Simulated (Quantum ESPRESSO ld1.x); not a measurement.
All-electron atom: Sr III in [Ar] 3d10 4s2 4p4 4f2 (not the ground configuration). Calculated with ld1.x of Quantum ESPRESSO 7.5: scalar-relativistic Kohn-Sham, PBE, spin-unpolarised, spherical densities, point nucleus.

Unscreened Slater integrals over Kohn-Sham orbitals (eV).

| integral | value |
|---|---|
| F0(4f,4f) | 5.5146 |
| F2(4f,4f) | 2.8330 |
| F4(4f,4f) | 1.8323 |
| F6(4f,4f) | 1.3363 |
| F0(4f,4p) | 7.1549 |
| F2(4f,4p) | 1.7198 |
| G2(4f,4p) | 0.87137 |
| G4(4f,4p) | 0.57039 |
| F0(4f,4s) | 7.1932 |
| G3(4f,4s) | 0.51998 |
| F0(4f,3d) | 7.2735 |
| F2(4f,3d) | 0.30837 |
| F4(4f,3d) | 0.062797 |
| G1(4f,3d) | 0.058124 |
| G3(4f,3d) | 0.032812 |
| G5(4f,3d) | 0.022338 |
| F0(4p,4p) | 16.856 |
| F2(4p,4p) | 8.9420 |
| F0(4p,4s) | 17.730 |
| G1(4p,4s) | 12.037 |
| F0(4p,3d) | 21.748 |
| F2(4p,3d) | 4.9695 |
| G1(4p,3d) | 1.6463 |
| G3(4p,3d) | 1.5635 |
| F0(4s,4s) | 18.785 |
| F0(4s,3d) | 23.846 |
| G2(4s,3d) | 2.0493 |
| F0(3d,3d) | 50.084 |
| F2(3d,3d) | 24.342 |
| F4(3d,3d) | 15.392 |

Derived for the open shells (J is the average intra-shell exchange parameter used in DFT+U). 4p: J = F2/5 = 1.788 eV. 4f: F4/F2 = 0.647, F6/F2 = 0.472, J = (286 F2 + 195 F4 + 250 F6)/6435 = 0.2334 eV.
